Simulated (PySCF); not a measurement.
Job file and geometry (Å, from GFN2-xTB) of an NMR shielding run on SMILES CC(C)C[Si](P)(P)Cl, C4H13ClP2Si, GIAO PBE0/pcSseg-1 NMR shielding, non-relativistic, gas phase in PySCF 2.14.0, density-fitted response routines; density fitting, a coarse starting grid and PySCF grid level 2 are the driver's defaults:

```
$ OMP_NUM_THREADS=1 python probes_run.py task.json out

{"job": {"kind": "nmr", "xc": "PBE0", "basis": "pcSseg-1"}, "charge": 0, "multiplicity": 1}
C     -2.633206    -0.554905    -0.386347
C     -1.208063    -0.262077     0.076268
C     -1.127885     1.134411     0.682306
C     -0.223225    -0.405643    -1.083229
Si     1.604167    -0.390689    -0.512446
P      1.690630    -1.613895     1.402212
P      2.364330     1.760524    -0.493953
Cl     2.690045    -1.430935    -1.911398
H     -2.933858     0.154510    -1.154609
H     -3.328058    -0.473126     0.446370
H     -2.707452    -1.559282    -0.796467
H     -0.939115    -0.997712     0.848287
H     -0.118782     1.352302     1.031510
H     -1.809380     1.226679     1.525233
H     -1.396377     1.882501    -0.060918
H     -0.415844    -1.347950    -1.598748
H     -0.397567     0.393867    -1.805599
H      1.475637    -0.528697     2.237685
H      3.067090    -1.524701     1.540114
H      3.662892     1.430626    -0.844977
H      2.675102     1.771135     0.858236
```

**Question.** What does the program print?

**Answer.** 
```
coarse grid: 18904 points
cycle   1  E = -1591.8012113407  dE =  5.302e-01  |g| = 4.776e-01  |ddm| = 4.015e+00
cycle   2  E = -1591.7822037734  dE =  1.901e-02  |g| = 5.569e-01  |ddm| = 1.110e+00
cycle   3  E = -1591.8638858518  dE = -8.168e-02  |g| = 4.647e-02  |ddm| = 6.434e-01
cycle   4  E = -1591.8643598122  dE = -4.740e-04  |g| = 2.216e-02  |ddm| = 8.198e-02
cycle   5  E = -1591.8644804953  dE = -1.207e-04  |g| = 3.760e-03  |ddm| = 2.623e-02
cycle   6  E = -1591.8644835740  dE = -3.079e-06  |g| = 1.427e-03  |ddm| = 5.380e-03
final grid: 162192 points
cycle   7  E = -1591.9123265549  dE = -5.795e-05  |g| = 9.259e-03  |ddm| = 4.041e-02
cycle   8  E = -1591.9123176684  dE =  8.886e-06  |g| = 1.077e-02  |ddm| = 2.001e-02
cycle   9  E = -1591.9123480382  dE = -3.037e-05  |g| = 9.214e-04  |ddm| = 1.149e-02
cycle  10  E = -1591.9123482266  dE = -1.884e-07  |g| = 2.887e-04  |ddm| = 1.495e-03
cycle  11  E = -1591.9123482478  dE = -2.120e-08  |g| = 5.214e-05  |ddm| = 3.543e-04
cycle  12  E = -1591.9123482484  dE = -5.612e-10  |g| = 1.917e-05  |ddm| = 8.285e-05
converged SCF energy = -1591.9123482484

GIAO shielding tensors (ppm)
atom      isotropic    diamagn.    paramagn.     s11        s22        s33       span
  0 C      158.187     245.807     -87.621    137.511    149.015    188.034     50.523
  1 C      157.234     247.759     -90.525    152.157    157.007    162.536     10.379
  2 C      159.830     250.110     -90.280    148.697    150.242    180.551     31.855
  3 C      147.436     254.326    -106.890    128.065    145.874    168.370     40.305
  4 Si     300.355     878.200    -577.845    283.696    303.404    313.966     30.271
  5 P      562.407     968.004    -405.596    509.110    571.734    606.378     97.268
  6 P      546.130     967.212    -421.082    457.483    554.291    626.615    169.132
  7 Cl     911.022    1148.665    -237.643    854.939    918.173    959.955    105.016
  8 H       30.874      29.878       0.996     27.295     28.905     36.422      9.127
  9 H       30.553      29.173       1.380     25.979     27.678     38.003     12.023
 10 H       30.555      29.596       0.958     25.915     28.442     37.307     11.391
 11 H       30.078      34.120      -4.042     24.586     30.484     35.165     10.579
 12 H       31.136      33.549      -2.413     25.717     31.737     35.954     10.237
 13 H       30.651      31.452      -0.801     26.448     27.784     37.720     11.272
 14 H       31.001      32.048      -1.047     27.785     29.232     35.985      8.200
 15 H       30.557      33.200      -2.643     25.184     31.561     34.925      9.741
 16 H       30.600      33.324      -2.724     27.589     30.715     33.495      5.906
 17 H       30.375      31.746      -1.371     25.520     28.820     36.786     11.266
 18 H       30.051      30.125      -0.073     25.400     27.438     37.317     11.917
 19 H       29.680      29.693      -0.013     24.241     27.873     36.926     12.684
 20 H       30.009      30.484      -0.475     25.187     28.650     36.189     11.001
```

**Question.** Turn these shieldings into chemical shifts. References, each an isolated molecule treated in the same way: TMS for 13C (σ = 186.93 ppm), 29Si (σ = 349.16 ppm), 1H (σ = 31.72 ppm); 31P (σ = 318.38 ppm) against H3PO4; 35Cl (σ = 949.78 ppm) vs HCl.

**Answer.** Averaging equivalent atoms: C 3: 39.5; C 1: 29.7; C 0/2: 27.9; Si 4: 48.8; P 5/6: -235.9; Cl 7: 39; H 17/18/19/20: 1.69; H 11: 1.64; H 15/16: 1.14; H 8/9/10/12/13/14: 0.92 ppm. Experimental scales use liquid or dissolved standards, which lie at an offset from isolated H3PO4.

Size and cost of the density-fitted run: 229 basis functions, 86 s wall time on 1 thread of an Arm Neoverse N1, shared host; peak memory 1.1 GiB.
